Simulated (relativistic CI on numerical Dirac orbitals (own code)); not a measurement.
Computed by Dirac-Coulomb-Breit CI, KLI orbitals optimised for each configuration, a model potential for QED, unscaled Slater integrals (own radial code, finite nucleus).

The strongest absorption lines from the ground level of an ion, among the configurations computed and to levels below about 285 eV (vacuum wavelength in Å, gf): 87.926 (0.95), 91.554 (1.4), 91.796 (1.1), 92.366 (2.7), 94.737 (1.2), 95.952 (0.8), 115.95 (0.62), 140.48 (0.39).

**Question.** Which ion is it?
A. Ce²⁵⁺
B. Ce²³⁺
C. Xe²¹⁺
D. Ce²⁷⁺

**Answer.** A. Ce²⁵⁺ has 33 electrons and the ground level 4s²4p³ ²P°3/2; the strongest line goes to 4s²4p²4d ⁴P5/2. The pattern of lines fixes the number of electrons, and along that sequence the line energies rise steadily with the charge (about as its square where n changes within one kind of shell, about linearly where n is kept but much faster in heavy ions where fine structure, which grows about as Z⁴, sets the gap, and irregularly where shells cross), which fixes Z. Configurations outside the model, such as inner-shell arrays, can give stronger lines. At this charge energies of transitions that change n are usually good to better than 1 %, and those within a shell (Δn = 0) to a few per cent.

LS names give the leading component of a level, which can be under half, so a name can repeat, a term be missing and a line seem to break the LS rules.
